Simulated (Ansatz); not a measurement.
Start from `ClBC1C[SiH2]1` and change one atom or group to get `BC1C[SiH2]1`.

Ansatz, PBE0-D4/def2-TZVP geometries, multiplicity 1. Each molecule was computed in one conformer, which needn't be the lowest.

```tsv
property	`ClBC1C[SiH2]1`
LUMO energy (PBE/def2-TZVPP) / eV	-1.69
HOMO–LUMO gap (PBE0/def2-TZVPP) / eV	6.45
HOMO energy (B3LYP/def2-TZVPP) / eV	-7.04
HOMO–LUMO gap (ωB97M-V/def2-TZVPP) / eV	10.35
HOMO–LUMO gap (B3LYP/def2-TZVPP) / eV	6.06
size of the dipole moment (PBE/def2-TZVPP) / D	2.45
```

**Question.** Give the same properties after the change, and the shifts. (An estimate is asked.)

**Answer.** Computed: 
| property | `BC1C[SiH2]1` | shift |
| --- | --- | --- |
| LUMO energy (PBE/def2-TZVPP) / eV | -1.19 | 0.50 |
| HOMO–LUMO gap (PBE0/def2-TZVPP) / eV | 6.98 | 0.53 |
| HOMO energy (B3LYP/def2-TZVPP) / eV | -7.00 | 0.04 |
| HOMO–LUMO gap (ωB97M-V/def2-TZVPP) / eV | 10.73 | 0.38 |
| HOMO–LUMO gap (B3LYP/def2-TZVPP) / eV | 6.55 | 0.49 |
| size of the dipole moment (PBE/def2-TZVPP) / D | 2.19 | -0.26 |

Dipoles are sizes alone; their direction can turn.

B3LYP here is the variant with VWN-RPA as its local correlation; programs differ in this.
